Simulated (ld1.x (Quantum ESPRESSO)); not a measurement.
**Varying the ultrasoft potential for Ru (Z = 44)**

Base potential:

```json
{"Element": "Ru", "Generator": "ld1.x (Quantum ESPRESSO) 7.5", "Type": "ultrasoft", "Functional": "PBEsol", "Relativity": "scalar-relativistic", "Frozen core": "[Kr]", "Valence charge": "8", "Reference configuration": "4d7.5 5s0.5 5p0", "Partial waves": "5s (bound): rcut 2.65, rcutus 3.00 bohr; 5s channel at 0.05 Ry: rcut 2.65, rcutus 3.00 bohr; 5p (bound, empty): rcut 3.35, rcutus 3.70 bohr; 5p channel at 1.05 Ry: rcut 3.35, rcutus 3.70 bohr; 4d (bound): rcut 1.85, rcutus 2.05 bohr; 4d channel at 0.45 Ry: rcut 1.85, rcutus 2.05 bohr", "Local potential": "all-electron potential smoothed inside 2.70 bohr (lloc = -1)", "Core correction": "none", "Augmentation charge": "PSQ, radius 1.85 bohr"}
```

Cutoffs, loose and tight: the cutoffs (Ry, on a coarse ladder) from which the occupation-weighted sum of valence levels, in a spherical-Bessel basis at the reference potential, stays within 10 and 1 mRy of its value at 400 Ry. They do not see the model core or the augmentation charge, which bear on the density cutoff. Test errors are all-electron minus pseudo excitation energies from the reference, over the configurations 4d7 5s1 5p0; 4d7 5s0 5p0; 4d6 5s0 5p0; 4d8 5s0 5p0; 4d7 5s0 5p1; 4d6 5s1 5p1; 4d5 5s0 5p0. A dash means not determined; rows that change the core or the reference have their own tests.

| change | outcome | cutoff, loose | cutoff, tight | bound ghosts | largest test error (meV) |
| --- | --- | --- | --- | --- | --- |
| base | generated | 25 Ry | 40 Ry | none | +62 |
| core correction a·sin(br)/r model core inside 0.88 bohr | generated | 25 Ry | 40 Ry | none | -370 |
| core correction a·sin(br)/r model core inside 1.24 bohr | generated | 25 Ry | 40 Ry | none | -365 |
| core correction a·sin(br)/r model core inside 1.52 bohr | generated | 25 Ry | 40 Ry | none | -337 |
| core correction a·sin(br)/r model core inside 2.20 bohr | generated | 25 Ry | 40 Ry | none | -171 |
| core correction a·sin(br)/r model core inside 2.40 bohr | generated | 25 Ry | 40 Ry | none | -117 |

Q: What comes out with this change to the base: core correction a·sin(br)/r model core inside 1.88 bohr?

A: outcome: generated; cutoff, loose: 25 Ry; cutoff, tight: 40 Ry; bound ghosts: none; largest test error (meV): -255.
